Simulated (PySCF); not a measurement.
Al(Et)(OH)(OMe) (C3H9AlO2), SMILES C[CH2][Al]([OH])[O]C. Atoms are numbered in the order given.

```xyz
15

Al    -0.0677     0.0811     0.0626
C      1.8099    -0.3183    -0.2654
C      2.8277     0.6226     0.3976
H      1.9560    -0.3375    -1.3617
H      1.9841    -1.3635     0.0520
H      2.7229     0.6278     1.4946
H      2.6954     1.6648     0.0649
H      3.8680     0.3343     0.1683
O     -0.4672     1.4144     1.0510
H     -1.3415     1.7264     1.2969
O     -1.2613    -0.9049    -0.6411
C     -2.6434    -1.0508    -0.7235
H     -2.9594    -2.0395    -0.3413
H     -3.1965    -0.2827    -0.1457
H     -2.9857    -0.9814    -1.7731
```
Charge 0, spin multiplicity 1.

Coordinates come from a B3LYP-D3(BJ)/def2-SVP optimisation. One conformer was computed; it need not be the lowest.

The numbers are results of PBE/def2-TZVP (PySCF), not measurements.

Q: Estimate the frontier levels, gap, dipole moment and polarisability. (Estimate from the structure and the level; the computed values follow.)

A: 
```yaml
highest_occupied_level: -6.39 eV
lowest_empty_level: -0.88 eV
orbital_gap: 5.52 eV
dipole_moment: 1.20 D
quadrupole, principal values (traceless, Buckingham form, about the centre of nuclear charge): -7.26, 1.58, 5.68 D·Å
mean_static_polarisability: 71.5 bohr³ (10.59 Å³)
polarisability_principal_values: 58.6, 67.2, 88.5 bohr³
```
